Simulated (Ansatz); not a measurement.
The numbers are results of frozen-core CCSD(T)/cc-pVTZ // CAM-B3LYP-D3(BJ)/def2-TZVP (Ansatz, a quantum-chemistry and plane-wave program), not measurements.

Ansatz 0.2 input:
```yaml
crystal:
  periodic: [false, false, false]
  atoms:
    - { symbol: O, position_ang: [1.865786, -0.57676, 0.017854] }
    - { symbol: Ga, position_ang: [0.15021, -0.165355, 0.003833] }
    - { symbol: O, position_ang: [-0.293165, 1.556678, -0.031938] }
    - { symbol: O, position_ang: [-1.005304, -1.505884, 0.026484] }
    - { symbol: H, position_ang: [2.4456, 0.189218, 0.004658] }
    - { symbol: H, position_ang: [-1.23085, 1.760114, -0.03913] }
    - { symbol: H, position_ang: [-1.932277, -1.258012, 0.018238] }
basis:
  gaussian: { orbitals: cc-pVTZ }
correlation:
  method: ccsd_t
```

Output:

```
Functional definition: HF
1071 factors; integrals over basis functions are off by at most 9.1e-4 eV
mean field evaluation 1: about -58493.2696 eV, gradient 6.0e1 eV
mean field evaluation 2: about -58493.3624 eV, gradient 6.0e1 eV
mean field evaluation 4: about -58499.2751 eV, gradient 2.6e0 eV
mean field evaluation 8: about -58499.3091 eV, gradient 2.6e-1 eV
mean field evaluation 16: about -58493.2712 eV, gradient 6.0e1 eV
mean field -58499.30937528 eV, -2149.8099672856 hartree, gradient 2.6e-6 eV, S^2 0.000000; 0 other end points of the search recorded, 0 dependent functions left out
12 core orbitals not correlated
reference -58499.30937528 eV, -2149.8099672856 hartree; 17, 17 occupied and 146, 146 virtual orbitals, 1071 factors
second order -24.32355382 eV of doubles, -0.00000000 eV of singles
cycle   1  -23.59172900 eV  change    7.3e-1 eV  update   1.2e-1
cycle   2  -24.20587076 eV  change   -6.1e-1 eV  update   3.4e-2
cycle   3  -24.34210442 eV  change   -1.4e-1 eV  update   1.8e-2
cycle   4  -24.32355973 eV  change    1.9e-2 eV  update   4.3e-3
cycle   5  -24.32066441 eV  change    2.9e-3 eV  update   1.9e-3
cycle   6  -24.32206845 eV  change   -1.4e-3 eV  update   5.8e-4
cycle   7  -24.32162576 eV  change    4.4e-4 eV  update   2.0e-4
cycle   8  -24.32151269 eV  change    1.1e-4 eV  update   6.1e-5
cycle   9  -24.32154646 eV  change   -3.4e-5 eV  update   2.5e-5
perturbative correction -0.95335855 eV, -0.0350352805 hartree
Total energy: -58524.58428030 eV, -2150.7388029129 hartree
```

Cost: around 110 core-seconds (rough).
